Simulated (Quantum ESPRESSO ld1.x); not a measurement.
The numbers below are computed, except where a source is named.
Task: All-electron atom: Kr XX in [Ne] 3s2 3p4 4f1 (not the ground configuration). Level of theory: scalar-relativistic Kohn-Sham, LDA (Slater exchange, Perdew-Wang correlation), spin-polarised, spherical densities, point nucleus; open shells are filled with parallel spins first (ld1.x of Quantum ESPRESSO 7.5). Some entries of the table are withheld. Estimate them.

| orbital | occ. | eigenvalue (hartree) | <r^2> (bohr^2) |
|---|---|---|---|
| 1s up | 1 | -548.533 | 0.002324 |
| 1s down | 1 | -548.433 | 0.002324 |
| 2s up | 1 | -96.8565 | 0.03900 |
| 2s down | 1 | -96.7619 | 0.03894 |
| 2p up | 3 | -89.1908 | 0.03065 |
| 2p down | 3 | -89.0775 | 0.03062 |
| 3s up | 1 | -33.1099 | 0.2460 |
| 3s down | 1 | -32.7778 | 0.2463 |
| 3p up | 3 | (1) | 0.2392 |
| 3p down | 1 | (2) | 0.2394 |
| 4f up | 1 | (3) | 0.7658 |
| 4f down | 0 | (4) | 0.7816 |

Result: 
(1) 3p up eigenvalue (hartree): -30.6519
(2) 3p down eigenvalue (hartree): -30.3198
(3) 4f up eigenvalue (hartree): -12.7410
(4) 4f down eigenvalue (hartree): -12.4786
